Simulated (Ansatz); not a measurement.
Consider the cleavage of the B–Sb bond: `[BH2][SbH][CH3]` + `[SiH3][SiH2]N[SiH2]Cl` → `BN([SiH2][SiH3])[SiH2]Cl` + `[CH3][SbH2]`.

Isolated molecules relaxed with PBE0-D4/def2-TZVP in Ansatz; ΔE leaves out vibrations. CCSD(T)/CBS adds triple-zeta CCSD(T) − MP2 to the extrapolated MP2 energy (def2 sets, frozen cores). Functionals use def2-TZVPP. B3LYP here is the variant with VWN-RPA as its local correlation; programs differ in this. def2 core potentials past Kr. For Sb outer-core shells are correlated without core-valence functions, which leaves a few kJ/mol of doubt a bond. Each species was taken in one conformer, which may not be the lowest.

`[BH2][SbH][CH3]`:

Z-matrix (Å, degrees):
```
C
Sb 1 2.161
H 1 1.088 2 111.2
H 1 1.089 2 109.0 3 -121.4
H 1 1.090 2 107.8 3 120.2
B 2 2.197 1 99.9 3 -55.0
H 2 1.704 1 97.7 3 42.7
H 6 1.194 2 120.0 1 147.2
H 6 1.195 2 120.1 1 -40.8
```

`[SiH3][SiH2]N[SiH2]Cl`:

Z-matrix (Å, degrees):
```
Si
Si 1 2.343
H 1 1.487 2 111.4
H 1 1.487 2 111.6 3 122.3
H 1 1.489 2 107.0 3 -118.8
N 2 1.740 1 110.9 3 -58.5
H 2 1.490 1 109.7 3 -179.6
H 2 1.491 1 108.7 3 64.1
Si 6 1.706 2 127.6 1 14.6
H 6 1.012 2 115.5 1 -179.4
Cl 9 2.064 6 113.5 2 81.0
H 9 1.479 6 108.5 2 -36.6
H 9 1.479 6 109.7 2 -160.3
```

`BN([SiH2][SiH3])[SiH2]Cl`:

```xyz
15

B     1.683    1.017    0.082
N     0.916   -0.162   -0.028
Si   -0.448   -0.391    1.077
Si   -2.239    0.997    0.492
Si    1.260   -1.345   -1.249
Cl   -0.347   -1.495   -2.524
H     1.413    1.813    0.939
H     2.593    1.217   -0.671
H    -0.847   -1.822    0.976
H     0.013   -0.122    2.463
H    -3.343    0.833    1.476
H    -1.794    2.416    0.496
H    -2.734    0.646   -0.864
H     1.432   -2.681   -0.639
H     2.441   -0.920   -2.025
```

`[CH3][SbH2]`:

```xyz
7

C    -0.539    0.637    0.256
Sb    1.328   -0.428    0.029
H    -0.745    0.758    1.319
H    -0.436    1.623   -0.198
H    -1.356    0.098   -0.218
H     1.090   -0.743   -1.636
H     0.659   -1.945    0.449
```

(1) Is it downhill or uphill in electronic energy at CCSD(T)/CBS, and by how much? (Best estimate.)

(2) What do these levels give: ωB97X-V, B2PLYP, r2SCAN, PBE0, B3LYP, HF/def2-TZVPP, SCS-MP2/def2-TZVPP, CCSD(T)/def2-TZVPP, HF/def2-QZVPP, MP2/def2-QZVPP, MP2/CBS(def2), CCSD/CBS(def2)? (Best estimate.)

Largest T1 diagnostic among the species: 0.015.

Results:

(1) The calculation gave: Downhill: ΔE = -113.8 kJ/mol.

(2) The calculation gave: ωB97X-V -118.1, B2PLYP -118.2, r2SCAN -114.6, PBE0 -111.3, B3LYP -117.1, HF/def2-TZVPP -116.3, SCS-MP2/def2-TZVPP -119.6, CCSD(T)/def2-TZVPP -118.4, HF/def2-QZVPP -116.5, MP2/def2-QZVPP -115.6, MP2/CBS(def2) -113.6, CCSD/CBS(def2) -112.9 kJ/mol.

The D4 term adds −4.8 kJ/mol with B3LYP and −2.8 kJ/mol with PBE0; it sums over pairs of atoms, weighted by their polarisabilities, and B3LYP, whose exchange is more repulsive, gets the larger term.
